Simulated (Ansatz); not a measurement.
The cluster Re₄⁺, relaxed as a quartet with UKS PBE0-D4/def2-SVP in Ansatz, starting from the PBE0-D4/def2-SVP geometry of the charge +1 doublet. Force threshold 0.02 eV/Å.

In the def2 sets Re takes a core potential; there is no spin–orbit coupling. At PBE0-D4/def2-SVP a doublet of charge 1 lies 0.06 eV below the quartet, each at its own geometry. The structure comes from a short search, and lower isomers may exist.

Start:

```xyz
4

Re    0.582    0.095   -1.506
Re   -0.309    1.556   -0.021
Re    0.037   -1.584   -0.085
Re   -0.310   -0.067    1.612
```

```csv
step,energy (eV),largest force component (eV/Å),SCF passes
1,-8509.0563,1.172,114
2,-8509.3325,0.611,67
3 (rejected),-8509.3185,0.514,59
4,-8509.3675,0.097,57
5,-8509.3682,0.047,46
6,-8509.3685,0.010,48
```

Force components are those of the run's own axes.

End:

```xyz
4

Re    0.7018    0.1055   -1.3951
Re   -0.4445    1.4996   -0.0499
Re   -0.1082   -1.5571   -0.1119
Re   -0.1492   -0.0480    1.5569
```

By distances, no bond broke or formed. The bond that changes most is Re1–Re4, from 3.25 to 3.08 Å (atoms count from 1).

No frequencies were taken in this run, so the end may be a saddle point.

It took 76 s on 2 threads of Arm Neoverse V1 on a shared host.
